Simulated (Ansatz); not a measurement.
`BN(CC)[Si](C)(C)C` + `P[SiH2]Cl` → `C[Si](C)(C)P` + `BN(CC)[SiH2]Cl`  (redistribution)

Program: Ansatz. Geometries: PBE0-D4/def2-TZVP. ΔE: electronic, gas phase. CCSD(T)/CBS adds triple-zeta CCSD(T) − MP2 to the extrapolated MP2 energy (def2 sets, frozen cores). Functionals use def2-TZVPP. B3LYP here is the variant with VWN-RPA as its local correlation; programs differ in this. Each species was taken in one conformer, which may not be the lowest.

`BN(CC)[Si](C)(C)C`:

```xyz
24

B    -1.771    1.097   -0.884
N    -0.869    0.585    0.045
C    -1.287    0.361    1.427
C    -1.655   -1.085    1.704
Si    0.754    0.103   -0.488
C     1.492    1.452   -1.546
C     1.835   -0.138    1.021
C     0.647   -1.489   -1.460
H    -2.878    1.407   -0.539
H    -1.434    1.222   -2.030
H    -0.492    0.677    2.110
H    -2.150    1.002    1.626
H    -1.968   -1.211    2.744
H    -2.477   -1.399    1.056
H    -0.811   -1.755    1.524
H     1.529    2.399   -1.001
H     2.514    1.188   -1.832
H     0.917    1.611   -2.460
H     2.839   -0.428    0.697
H     1.932    0.784    1.600
H     1.468   -0.921    1.688
H    -0.001   -1.361   -2.332
H     1.633   -1.802   -1.815
H     0.233   -2.299   -0.854
```

`P[SiH2]Cl`:

Cartesian coordinates in Å:
```
P -0.082 0.230 -1.511
Si -0.139 -0.388 0.646
Cl 1.142 -1.981 0.889
H 1.155 0.913 -1.360
H -0.853 1.396 -1.242
H -1.511 -0.838 0.981
H 0.288 0.667 1.596
```

`C[Si](C)(C)P`:

Cartesian coordinates in Å:
```
C 0.656 0.472 -1.560
Si -0.012 -0.070 0.105
C -1.841 -0.454 -0.034
C 0.274 1.273 1.379
P 1.007 -1.943 0.873
H 0.146 1.377 -1.904
H 1.726 0.688 -1.503
H 0.511 -0.305 -2.314
H -2.253 -0.769 0.928
H -2.026 -1.252 -0.757
H -2.394 0.431 -0.364
H -0.112 0.978 2.357
H -0.230 2.198 1.081
H 1.339 1.495 1.490
H 0.891 -2.641 -0.360
H 2.318 -1.477 0.583
```

`BN(CC)[SiH2]Cl`:

Z-matrix (Å, degrees):
```
C
N 1 1.469
C 1 1.516 2 112.3
H 1 1.092 2 108.0 3 121.7
H 1 1.095 2 109.2 3 -122.7
B 2 1.400 1 121.2 3 -91.6
Si 2 1.734 1 117.6 3 89.6
H 3 1.092 1 111.3 2 -59.5
H 3 1.092 1 110.5 2 -179.5
H 3 1.092 1 110.4 2 60.6
H 6 1.197 2 119.3 1 179.6
H 6 1.199 2 119.2 1 -0.4
Cl 7 2.058 2 110.1 1 69.2
H 7 1.481 2 110.2 1 -46.8
H 7 1.474 2 109.5 1 -171.3
```

```csv
level,ΔE (kJ/mol),difference from CCSD(T)/CBS
PBE-D4,-4.4,1.3
r2SCAN-D4,-5.0,0.7
PBE0-D4,-5.5,0.2
B3LYP-D4,-5.4,0.3
ωB97X-V,-5.6,0.1
B2PLYP,-9.3,-3.6
PBE,-7.8,-2.1
r2SCAN,-6.5,-0.8
PBE0,-8.6,-2.9
HF/def2-TZVPP,-15.4,-9.7
MP2/def2-TZVPP,-7.9,-2.2
SCS-MP2/def2-TZVPP,-8.9,-3.2
CCSD(T)/def2-TZVPP,-5.8,-0.1
MP2/def2-QZVPP,-7.9,-2.2
SCS-MP2/def2-QZVPP,-9.0,-3.3
HF/CBS(def2),-15.4,-9.7
CCSD(T)/CBS,-5.7,0
```

Largest T1 diagnostic among the species: 0.012.

The D4 term adds +4.8 kJ/mol with B3LYP and +3.1 kJ/mol with PBE0; it sums over pairs of atoms, weighted by their polarisabilities, and B3LYP, whose exchange is more repulsive, gets the larger term. In def2-TZVPP, CCSD(T) changes the Hartree–Fock value by +9.6 kJ/mol (the triples alone add +1.0 kJ/mol) and MP2 by +7.5 kJ/mol.

CCSD(T)/CBS has its own doubt, a few kJ/mol and more with outer-core shells, so smaller differences from it don't rank the levels.
